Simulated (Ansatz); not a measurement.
`[F][In]([Cl])[GeH3]` and `[CH3][In]([F])[Cl]` differ in one element.

Ansatz, PBE0-D4/def2-TZVP geometries, multiplicity 1. 

Elements past krypton have def2 core potentials. Scalar relativity is left out up to krypton.

```csv
property,`[F][In]([Cl])[GeH3]`
zero-point energy (PBE0-D4/def2-TZVP) / kJ/mol,68.1
HOMO energy (B3LYP/def2-TZVPP) / eV,-8.25
HOMO–LUMO gap (B3LYP/def2-TZVPP) / eV,6.04
"ideal-gas entropy at 298 K and 1 bar (rigid rotor, harmonic PBE0-D4/def2-TZVP) / J/(mol·K)",399
LUMO energy (PBE/def2-TZVPP) / eV,-2.71
LUMO energy (PBE0/def2-TZVPP) / eV,-1.96
```

Task: What does the change do to each property? (Best estimate.)

Result: Computed: 
| property | `[CH3][In]([F])[Cl]` | shift |
| --- | --- | --- |
| zero-point energy (PBE0-D4/def2-TZVP) / kJ/mol | 101.0 | 32.9 |
| HOMO energy (B3LYP/def2-TZVPP) / eV | -8.46 | -0.21 |
| HOMO–LUMO gap (B3LYP/def2-TZVPP) / eV | 6.49 | 0.45 |
| ideal-gas entropy at 298 K and 1 bar (rigid rotor, harmonic PBE0-D4/def2-TZVP) / J/(mol·K) | 366 | -33 |
| LUMO energy (PBE/def2-TZVPP) / eV | -2.52 | 0.19 |
| LUMO energy (PBE0/def2-TZVPP) / eV | -1.64 | 0.32 |

With PBE0 the HOMO falls by 0.25 eV and the LUMO rises by 0.32 eV, so the gap widens by about 0.57 eV. PBE moves the HOMO by -0.10 eV and ωB97M-V by -0.43 eV. Modes under 60 cm⁻¹, often nearly free rotors, make the harmonic entropy too high.

B3LYP here is the variant with VWN-RPA as its local correlation; programs differ in this.
